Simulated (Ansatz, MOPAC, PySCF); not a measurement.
System: C$_{5}$H$_{9}$O, net charge 0, doublet state. SMILES: [CH2]C(=O)CCC
Geometry from a B3LYP-D3(BJ)/def2-TZVP (Ansatz, a first-principles code) optimisation:
```
C
H 1 1.0966
H 1 1.0966 2 105.15
C 1 1.5204 2 108.01 3 -115.15
O 4 1.2317 1 121.83 2 -123.37
C 4 1.4356 5 120.38 1 -180.00
H 6 1.0812 4 118.80 5 0.00
H 6 1.0822 7 119.35 4 180.00
C 1 1.5216 2 110.55 3 119.34
H 9 1.0921 1 109.06 2 179.44
H 9 1.0921 10 105.63 1 117.09
C 9 1.5256 10 110.22 11 119.05
H 12 1.0912 9 111.17 10 -58.11
H 12 1.0930 13 107.66 9 122.17
H 12 1.0930 13 107.66 14 115.67
```
Charge 0, spin multiplicity 2.

Quantity: enthalpy of formation at 298 K, in kcal/mol. Set-up: no dispersion term unless named; spin-orbit terms left out; UHF or UKS for open shells; 6-31G* and kin with 6d, 5d where marked; non-relativistic; PM7 with its own dispersion and hydrogen-bond terms; valence correlation only; LANL2DZ all-electron up to Ne. Ab initio and DFT rows: single points at B3LYP-D3(BJ) geometries (Ansatz), with unscaled harmonic terms from B3LYP/6-31G* (Ansatz) at its own minima, enthalpies of formation by atomisation with measured atoms. Semi-empirical rows: MOPAC heats of formation at their own minima for 298 K. A UHF reference is markedly spin-contaminated in at least one set, which strains HF and MP2.

```
level            program  enthalpy of formation at 298 K (kcal/mol)
---------------  -------  -----------------------------------------
PM3                MOPAC                                      -28.6
PM6                MOPAC                                      -25.6
PM7                MOPAC                                      -26.5
HF/LANL2DZ        Ansatz                                      426.8
PBE/def2-SVP      Ansatz                                      -64.0
BP86/def2-SVP      PySCF                                      -71.1
B3LYP/6-31G*      Ansatz                                      -13.3
B3LYP/6-31+G*     Ansatz                                       -0.7
B3LYP/def2-SVP    Ansatz                                      -21.6
MP2/LANL2DZ       Ansatz                                      212.0
PBE0/def2-TZVPD   Ansatz                                      -24.3
```

No value to compare with is used here. The 10 habitual levels span -71.1 (BP86/def2-SVP) to 426.8 kcal/mol (HF/LANL2DZ); PBE0/def2-TZVPD gives -24.3.

The levels are drawn from those run, B3LYP/6-31G* more often than the rest, none by its result; left out are runs that failed, that the program found above a lower state of the same kind, or whose <S^2> lies over 0.5 above the pure value.
